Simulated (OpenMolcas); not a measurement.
## Be⁺: thermal populations, worked from levels

```yaml
Program: OpenMolcas 26.06
Basis: ANO-RCC-VTZP [4s3p2d1f]
Scalar_Hamiltonian: DKH2, point nucleus
Active_space: 1 electron in 4 orbitals (2s 2p)
State_averaging: 2S+1 = 2 even, 1 root; 2S+1 = 2 odd, 3 roots
Spin-orbit_coupling: RASSI with atomic mean-field integrals over the reference wave functions, term energies averaged over their components
```

Methods: CASSCF; SS-CASPT2, IPEA 0.25 Eh, imaginary shift 0.1 Eh (closed shells correlated: 1s). Measured levels: NIST Handbook of Basic Atomic Spectroscopic Data.

**Thermal populations.** Z = Σ (2J + 1) exp(-E/kT) with k = 0.695035 cm-1/K, over the levels below. No other level of either list lies under 88200 cm-1, which is above 7 kT at each temperature.

```csv
Level,2J + 1,SS-CASPT2,measured
2s 2S 1/2,2,0.0,0.0
2p 2P* 1/2,2,32760,31929
2p 2P* 3/2,4,32765,31935
```

```csv
T (K),"Z, SS-CASPT2","Z, measured levels","Ground level (%), SS-CASPT2","Ground level (%), measured levels"
12000,2.118,2.130,94.4,93.9
```

At 12000 K, kT = 8340 cm-1, and the computed levels give Z = 2.000 + 0.039 + 0.079 = 2.118.

ANO sets are built for ground and valence states and can reach diffuse excited orbitals poorly. With one active electron the reference holds no correlation, so core polarisation is missing (holds for CASSCF). With one active electron, CASPT2 adds the correlation within the correlated inactive shells and between them and that electron, and leaves the splitting within a term as the reference gives it (holds for SS-CASPT2). Computed and measured levels are paired by configuration, term and J; levels that our copy of the source lacks, or whose pairing is in doubt (as where it misses far off the trend of its configuration), stay unpaired and out of the deviations. Only configurations of the active space appear.

* marks odd parity.
